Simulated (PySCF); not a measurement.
A series of substituents X on one scaffold: BH2-X. Gas-phase values, no solvent. One relaxed conformer stands for each flexible species; it need not be the lowest. Strings in code marks are SMILES.

The four lowest singlet excitations (Tamm–Dancoff). Method: B3LYP-D3(BJ)/def2-TZVP // M06-2X/def2-TZVP (PySCF 2.14.0). B3LYP has the VWN-RPA correlation part, as in Gaussian. Excitations are Tamm–Dancoff values on a coarser integration grid. The basis has no diffuse functions, so Rydberg states are missing or too high.

```json
[
 {"state": "S1", "energy (eV)": "4.90", "wavelength (nm)": "253", "oscillator strength": "0.000"},
 {"state": "S2", "energy (eV)": "5.18", "wavelength (nm)": "239", "oscillator strength": "0.022"},
 {"state": "S3", "energy (eV)": "7.30", "wavelength (nm)": "170", "oscillator strength": "0.041"},
 {"state": "S4", "energy (eV)": "7.44", "wavelength (nm)": "167", "oscillator strength": "0.000"}
]
```

Task: Identify which member gives these states.
(A) `BOC(C)=O` (B–O–C–O torsion 24°)
(B) `B[N+]#[C-]`
(C) `[BH2][GeH3]`
(D) `BO[SiH3]`

Result: B, `B[N+]#[C-]`
